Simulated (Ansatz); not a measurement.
Pb3O7H8, a hydroxylated oxide cluster. Total charge 0; singlet. Geometry PBE-D4/def2-SVP, basis def2-TZVP, Ansatz.

```xyz
18

Pb    0.334    2.051    1.667
Pb   -0.568    2.314   -1.733
Pb    0.082   -2.014    0.761
O    -2.073   -0.504   -0.134
O    -1.005    0.207   -2.260
O     2.034   -1.897    1.899
O    -1.555    2.079    0.370
O     0.202   -0.123    2.124
O     1.242    1.742   -0.432
O     1.060   -0.842   -0.965
H    -1.725   -0.262   -1.126
H    -2.939   -0.942   -0.234
H    -0.164   -0.287   -2.008
H     2.723   -1.554    1.296
H    -1.925    1.143    0.354
H     1.112   -0.535    2.346
H     1.333    0.740   -0.591
H     1.831   -1.316   -1.333
```

```tsv
run	HOMO (eV)	LUMO (eV)
A	-7.21	-1.25
B	-5.49	-2.03
C	-5.61	-2.09
D	-5.90	-1.84
E	-6.98	-1.40
```

In the def2 sets Pb takes a core potential; there is no spin–orbit coupling.

The runs used BLYP, PBE, PBE0, r2SCAN, r2SCAN0. Estimate which is which.

A r2SCAN0 (25 % exact exchange); B BLYP (0 % exact exchange); C PBE (0 % exact exchange); D r2SCAN (0 % exact exchange); E PBE0 (25 % exact exchange). Exact exchange lowers occupied and raises empty levels; among semilocal functionals meta-GGAs tend to open the gap a little, and such runs are hard to tell apart. The gap grows from 3.46 eV (BLYP) to 5.95 eV (r2SCAN0).
